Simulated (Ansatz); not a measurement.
ReO3F. Charge 0, multiplicity 3. Geometry PBE0-D4/def2-SVP, that of the neutral singlet; atoms count from 1.

```csv
atom,x (Å),y (Å),z (Å)
Re1,0.0093,-0.0067,-0.0027
O2,-0.2207,-1.5897,0.5388
O3,0.2541,-0.0499,-1.6731
O4,1.4089,0.6012,0.7210
F5,-1.4517,1.0452,0.4160
```

In the def2 sets Re takes a core potential; there is no spin–orbit coupling. At PBE0-D4/def2-TZVP a singlet of charge 0 lies 4.31 eV below the triplet at the same geometry.

(1) Estimate the Mulliken populations from the PBE0/def2-TZVP orbitals of Ansatz.

(2) Where does the spin sit?

(3) And the Mayer bond orders between heavy atoms (over 0.3)?

Results:

(1) 
| atom | charge (e) | spin (α − β) | d electrons |
| --- | --- | --- | --- |
| Re1 | 1.49 | 0.49 | 4.56 |
| O2 | -0.33 | 0.68 | – |
| O3 | -0.33 | 0.61 | – |
| O4 | -0.45 | 0.21 | – |
| F5 | -0.38 | 0.01 | – |
Mulliken values depend strongly on the basis.

(2) Summed by element: Re 0.49, O 1.50, F 0.01, of 2 unpaired in all. Largest on single atoms: O2 0.68, O3 0.61, Re1 0.49.

(3) Re1–O2 1.52 (1.69 Å); Re1–O3 1.59 (1.69 Å); Re1–O4 1.87 (1.69 Å); Re1–F5 0.90 (1.85 Å).
